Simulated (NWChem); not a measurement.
Species: SiH$_{3}$O$_{3}$I; SMILES O[Si](O)(O)I

```xyz
8

O      0.0000     1.5462    -1.7852
Si     0.0000     0.0000    -1.2453
O      1.3391    -0.7731    -1.7852
O     -1.3391    -0.7731    -1.7852
I      0.0000     0.0000     1.2209
H      0.7022     2.1264    -1.4759
H      1.4905    -1.6713    -1.4759
H     -2.1926    -0.4551    -1.4759
```
Atoms are numbered in this order, from 1.

Results from NWChem. Pople sets run with spherical d functions. Geometry: optimised at PBE0/def2-SVP (def2 core potentials past Kr). No frequency run checked for a minimum.

### Question
Among these, which level gives the highest value of “dipole (D)”?
A) TPSS/6-311G**, non-relativistic
B) TPSS/3-21G, non-relativistic
C) TPSS/STO-3G, non-relativistic

### Answer
C, TPSS/STO-3G, non-relativistic. Values: TPSS/3-21G, non-relativistic 0.17; TPSS/6-311G**, non-relativistic 0.38; TPSS/STO-3G, non-relativistic 1.74
